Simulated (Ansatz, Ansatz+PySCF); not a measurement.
```yaml
atoms:
  - { symbol: O, position_ang: [0.0000, 0.0000, -0.3906] }
  - { symbol: H, position_ang: [0.0000, 0.0000, 3.1246] }
  - { symbol: H, position_ang: [30.0000, 0.0000, -1.3696] }
  - { symbol: H, position_ang: [30.0000, 0.0000, 1.3696] }
```

Basis set: 6-31G (spherical functions). Frozen core: 1 orbital. Correlation on ROHF uses semicanonical orbitals with singles. Charge 0, multiplicity 2.

Computed with Ansatz (development build ahead of 0.2.0); each method stands on the lowest determinant of its kind that the runs found.

Q: Give the atomization energy at this shape (free ground-state atoms in the same class of orbitals less the molecule, no zero-point energy) of doublet H3O by UHF-MP2, UHF, ROHF-MP2, ROHF.

A:

```csv
method,atomization energy
UHF-MP2,0.02 eV
UHF,0.01 eV
ROHF-MP2,-4.96 eV
ROHF,-7.72 eV
```

Caution: the shape is not the minimum. Caution for UHF-MP2, ROHF-MP2: a plain start can end on a higher determinant; large amplitudes, a single reference is doubtful. Caution for UHF-MP2, UHF: the unrestricted determinant is a mixture of spin states. Caution for ROHF-MP2, ROHF: an unrestricted determinant lies well below; the molecule lies well above its atoms at this level. Caution for ROHF-MP2: another reference gives a lower total.

This basis has no polarisation functions and is too small for such energies, which can lie far from measured ones in either direction.
